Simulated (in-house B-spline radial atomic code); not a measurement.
RPA and G0W0 for Au⁺, [Xe] 4f14 5d10, as one setting changes: the radius of a hard wall (bohr). Start: Hartree-Fock. A dash marks a level of low quasi-particle weight. Computed with a B-spline radial code for spherical atoms: all electrons, scalar-relativistic (spin-free one-electron X2C), finite nucleus, each spin shell either full or empty, empty states to l = 9 with an (l + 1/2)⁻⁴ tail; G0W0 by contour deformation at full frequency.

Without the two-electron picture change, the correlation of inner shells comes somewhat too large for so heavy an element.

```tsv
radius of a hard wall (bohr)	mean-field level (eV)	G0W0 level (eV)	RPA correlation (Eh)
2	25.375	5d 24.377	-6.6408
2.5	-2.129	5d -3.107	-6.6062
3	-12.456	5d -13.340	-6.6005
3.5	-16.906	5d -17.650	-6.5996
4	?	?	?
5	-20.419	5d -20.808	-6.5968
6	?	?	?
8	-20.809	5d -21.065	-6.5937
12	-20.812	5d -21.063	-6.5922
```

Question: What belongs in the row for 6?

Answer: mean-field level (eV): -20.736; G0W0 level (eV): 5d -21.030; RPA correlation (Eh): -6.5954.

Question: What belongs in the row for 4?

Answer: mean-field level (eV): -18.970; G0W0 level (eV): 5d -19.570; RPA correlation (Eh): -6.5986.
